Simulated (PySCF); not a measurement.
5-(furan-2-yl)pyrimidine (C8H6N2O), SMILES c1coc(-c2cncnc2)c1. Atoms are numbered in the order given.

```xyz
17

C     -0.5892    -3.1955     0.0000
C      0.7642    -3.0011     0.0000
O      1.0482    -1.6761     0.0000
C     -0.1335    -0.9926     0.0000
C     -0.0638     0.4582     0.0000
C      1.1594     1.1547     0.0000
N      1.2233     2.4844     0.0000
C      0.0633     3.1435     0.0000
N     -1.1553     2.5957     0.0000
C     -1.2146     1.2678     0.0000
C     -1.1759    -1.8907     0.0000
H     -1.1075    -4.1515     0.0000
H      1.6171    -3.6741     0.0000
H      2.1049     0.6032     0.0000
H      0.1139     4.2385     0.0000
H     -2.2138     0.8167     0.0000
H     -2.2360    -1.6499     0.0000
```
Charge 0, spin multiplicity 1.

Coordinates come from a B3LYP-D3(BJ)/def2-SVP optimisation. Other conformers were not sampled.

These are PBE/def2-SVP (PySCF) values and carry that method's errors.

The molecule is in vacuum.

Computed frontier levels, gap, dipole moment and polarisability:
highest occupied level: -5.59 eV
lowest empty level: -2.34 eV
orbital gap: 3.24 eV
dipole moment: 3.29 D
quadrupole, principal values (traceless, Buckingham form, about the centre of nuclear charge): -3.61, 0.06, 3.55 D·Å
mean static polarisability: 103.4 bohr³ (15.33 Å³)
polarisability, principal values: 44.0, 95.5, 170.9 bohr³
